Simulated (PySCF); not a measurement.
Positional isomers: norbornane mercapto+boryl. Isolated molecules, 0 K electronic values unless said otherwise. One relaxed conformer stands for each flexible species; it need not be the lowest. Strings in code marks are SMILES.

Excitations are Tamm–Dancoff values on a coarser integration grid. The basis has no diffuse functions, so Rydberg states are missing or too high.

A: `B[C@@H]1C[C@@H]2CC[C@H]1[C@@H]2S`
B: `S[C@H]1[C@@H]2CC[C@@H]([C@H]2B)C1`
C: `B[C@@H]1C[C@H]2CC[C@]1(S)C2`
D: `B[C@]12CC[C@H](CC1)[C@@H]2S`
E: `B[C@@H]1[C@H]2CC[C@]1(S)CC2`
F: `B[C@@H]1C[C@@H]2C[C@H]1C[C@@H]2S`

Question: Order them by T1 excitation (TDA) (lowest first) at the level PBE0-D3(BJ)/def2-TZVP // PBE0-D3(BJ)/def2-SVP run with PySCF.

Answer: E (4.14 eV), C (4.21 eV), D (4.28 eV), B (4.34 eV), A (4.59 eV), F (4.66 eV)
